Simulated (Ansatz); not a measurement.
`SC[S][GeH3]` + `BC#CF` → `FC#[C][GeH3]` + `BSCS`  (redistribution)

Computed with Ansatz on PBE0-D4/def2-TZVP structures; ΔE is electronic, products minus reactants. CCSD(T)/CBS is the MP2 limit (def2-TZVPP, def2-QZVPP) plus CCSD(T) − MP2 in def2-TZVPP, frozen cores. Functionals use def2-TZVPP. B3LYP here is the variant with VWN-RPA as its local correlation; programs differ in this. For Ge outer-core shells are correlated without core-valence functions, which leaves a few kJ/mol of doubt a bond. Scalar relativity is left out up to krypton. One conformer a species, not always the lowest.

`SC[S][GeH3]`:

Z-matrix (Å, degrees):
```
C
S 1 1.805
S 1 1.812 2 110.5
H 1 1.090 2 110.3 3 122.1
H 1 1.090 2 105.7 3 -119.8
Ge 2 2.228 1 99.8 3 -65.5
H 3 1.346 1 96.8 2 167.4
H 6 1.533 2 112.3 1 83.0
H 6 1.535 2 104.8 1 -157.4
H 6 1.537 2 107.6 1 -39.0
```

`BC#CF`:

Cartesian coordinates in Å:
```
B -0.779 0.525 -0.686
C 0.224 -0.151 0.197
C 1.032 -0.695 0.908
F 1.878 -1.265 1.654
H -0.461 1.483 -1.323
H -1.894 0.103 -0.751
```

`FC#[C][GeH3]`:

```xyz
7

F     2.135   -0.833   -2.289
C     1.298   -0.507   -1.393
C     0.506   -0.198   -0.543
Ge   -0.742    0.290    0.795
H    -0.358   -0.412    2.104
H    -0.699    1.811    0.978
H    -2.140   -0.151    0.348
```

`BSCS`:

Cartesian coordinates in Å:
```
B 0.488 -1.679 -0.357
S 1.216 -0.087 -0.386
C -0.194 1.054 -0.292
S -0.332 1.938 1.269
H -0.697 -1.810 -0.293
H 1.241 -2.602 -0.401
H -1.104 0.503 -0.522
H -0.048 1.825 -1.049
H -0.570 0.858 2.031
```

```
             level  ΔE (kcal/mol)  difference from CCSD(T)/CBS
            PBE-D4           -5.1                          1.0
         r2SCAN-D4           -5.1                          1.0
           PBE0-D4           -5.1                          1.0
          B3LYP-D4           -4.0                          2.1
            B2PLYP           -6.0                          0.1
               PBE           -5.7                          0.4
            r2SCAN           -5.3                          0.8
              PBE0           -5.7                          0.4
             B3LYP           -5.1                          1.0
   CCSD/def2-TZVPP           -7.2                         -1.1
CCSD(T)/def2-TZVPP           -7.6                         -1.5
     HF/def2-QZVPP           -4.1                          2.0
    MP2/def2-QZVPP           -6.5                         -0.4
      HF/CBS(def2)           -4.1                          2.0
     MP2/CBS(def2)           -5.9                          0.2
    CCSD/CBS(def2)           -5.7                          0.4
       CCSD(T)/CBS           -6.1                            0
```

Largest T1 diagnostic among the species: 0.014.

In def2-TZVPP, CCSD(T) changes the Hartree–Fock value by −3.2 kcal/mol (the triples alone add −0.4 kcal/mol) and MP2 by −3.0 kcal/mol. The D4 term adds +1.1 kcal/mol with B3LYP and +0.6 kcal/mol with PBE0; it sums over pairs of atoms, weighted by their polarisabilities, and B3LYP, whose exchange is more repulsive, gets the larger term.
